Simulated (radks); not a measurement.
Results of a calculation; reference values are marked as such.
Species: I+. Configuration: [Kr] 4d10 5s2 5p4. Code: a radial shooting solver on a logarithmic mesh with Libxc functionals. Model: Dirac Kohn-Sham, B86b exchange with PBE correlation, spin-unpolarised, spherical densities, finite nucleus; open shells fill j = l - 1/2 first; Fermi nuclear charge, rms radius 4.75 fm.

Unscreened Slater integrals over Kohn-Sham orbitals (hartree). Large and small components are both included.

F0(5p3/2,5p3/2): 0.38262
F2(5p3/2,5p3/2): 0.20515
F0(5p3/2,5p1/2): 0.39038
G2(5p3/2,5p1/2): 0.20840
F0(5p3/2,5s1/2): 0.41781
G1(5p3/2,5s1/2): 0.27116
F0(5p3/2,4d5/2): 0.48241
F2(5p3/2,4d5/2): 0.12805
G1(5p3/2,4d5/2): 0.038866
G3(5p3/2,4d5/2): 0.036025
F0(5p1/2,5p1/2): 0.39877
F0(5p1/2,5s1/2): 0.42862
G1(5p1/2,5s1/2): 0.28721
F0(5p1/2,4d5/2): 0.50068
G3(5p1/2,4d5/2): 0.041087
F0(5s1/2,5s1/2): 0.46798
F0(5s1/2,4d5/2): 0.57371
G2(5s1/2,4d5/2): 0.070338
F0(4d5/2,4d5/2): 0.97604
F2(4d5/2,4d5/2): 0.49378
F4(4d5/2,4d5/2): 0.32754
